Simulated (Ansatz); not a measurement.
The cluster Sn5H2. Charge 0, multiplicity 1. Geometry PBE-D4/def2-SVP.

Cartesian coordinates in Å:
```
Sn 0.088 0.781 1.615
Sn -0.155 -2.021 1.739
Sn -2.422 -1.457 -0.025
Sn 0.421 -0.710 -1.018
Sn 1.025 2.233 -0.802
H -1.526 -0.401 -1.403
H 2.569 1.575 -0.106
```

In the def2 sets Sn takes a core potential; there is no spin–orbit coupling. The restricted singlet is unstable towards broken spin symmetry in Hartree–Fock (as tested in another run); at LDA (SPW92)/def2-TZVP, PBE-D4/def2-SVP, r2SCAN-D4/def2-TZVP, PBE0-D4/def2-SVP and others this wasn't settled. Another isomer (singlet) lies 0.61 eV lower at PBE0-D4/def2-TZVP; other spin states weren't run for this one.

Q: Estimate the orbital energies around the gap (eV) in Ansatz with LDA (SPW92)/def2-TZVP, PBE-D4/def2-SVP, r2SCAN-D4/def2-TZVP, PBE0-D4/def2-SVP, PBE0-D4/def2-TZVP.

A: 
```
orbital  LDA (SPW92)/def2-TZVP  PBE-D4/def2-SVP  r2SCAN-D4/def2-TZVP  PBE0-D4/def2-SVP  PBE0-D4/def2-TZVP
HOMO−13                 -24.91           -24.94               -25.62            -27.78             -27.69
HOMO−12                 -24.89           -24.91               -25.61            -27.76             -27.68
HOMO−11                 -24.86           -24.88               -25.58            -27.73             -27.66
HOMO−10                 -13.86           -13.68               -14.16            -15.42             -15.29
 HOMO−9                 -12.09           -11.86               -12.26            -13.38             -13.30
 HOMO−8                 -11.28           -11.05               -11.42            -12.46             -12.38
 HOMO−7                 -10.11            -9.82               -10.12            -11.01             -10.95
 HOMO−6                  -9.61            -9.33                -9.61            -10.44             -10.39
 HOMO−5                  -7.19            -7.02                -7.29             -7.97              -7.94
 HOMO−4                  -6.51            -6.37                -6.66             -7.41              -7.39
 HOMO−3                  -5.71            -5.52                -5.73             -6.27              -6.22
 HOMO−2                  -5.64            -5.46                -5.66             -6.17              -6.12
 HOMO−1                  -5.26            -5.06                -5.26             -5.79              -5.76
   HOMO                  -5.08            -4.88                -5.08             -5.61              -5.58
   LUMO                  -4.13            -3.89                -3.92             -3.40              -3.37
 LUMO+1                  -3.34            -3.09                -3.07             -2.55              -2.54
 LUMO+2                  -2.91            -2.67                -2.64             -2.11              -2.10
 LUMO+3                  -1.98            -1.70                -1.57             -1.09              -1.11
 LUMO+4                  -1.76            -1.48                -1.41             -0.90              -0.94
 LUMO+5                  -1.52            -1.18                -1.06             -0.55              -0.70
```
